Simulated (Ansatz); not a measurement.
Program: Ansatz. Geometries: PBE0-D4/def2-TZVP. ΔE: electronic, gas phase. CBS: MP2 limit from def2 TZ/QZ plus the TZ coupled-cluster correction, frozen cores. This one scheme is used for every species, atoms too. DFT in def2-TZVPP. No spin–orbit coupling; open shells (•) take unrestricted orbitals. Spin–orbit coupling would lower the free atoms: a little for F, Si. Each species was taken in one conformer, which may not be the lowest.

`F[SiH2]N([SiH3])[SiH3]` → F• + 8 H• + N• + 3 Si•  (atomization)

| species | CAM-B3LYP energy (Eh) |
| --- | --- |
| `F[SiH2]N([SiH3])[SiH3]` | -1028.08676 |
| F• | -99.74685 |
| H• | -0.49881 |
| N• | -54.58263 |
| Si• | -289.37690 |

(1) Work out ΔE.

Largest T1 diagnostic among the species: 0.012.

## Answers

(1) ΔE = 8 × (-0.49881) + 3 × (-289.37690) + (-99.74685) + (-54.58263) − (-1028.08676) = 1.63610 Eh = +44.52 eV. CCSD(T)/CBS gives +44.74 eV.

At CCSD(T), def2-SVP lies −3.59 eV from the extrapolated value and def2-TZVPP −1.29 eV: correlation converges slowly with the basis, and small sets miss more of it in the bonded molecule than in its fragments. In def2-TZVPP, CCSD(T) changes the Hartree–Fock value by +9.97 eV (the triples alone add +0.45 eV) and MP2 by +10.19 eV; breaking electron pairs costs correlation energy, which Hartree–Fock lacks. From PBE to PBE0 (25 % exact exchange), in def2-TZVPP and without D4, ΔE moves by −0.23 eV: exact exchange takes away binding that semilocal exchange gives to molecules.

For atomizations the MP2-based limit and the directly extrapolated one differ by several kJ/mol either way, and by 10 to 25 for some Ge, Se and Sn compounds, so smaller differences from it don't rank the levels.
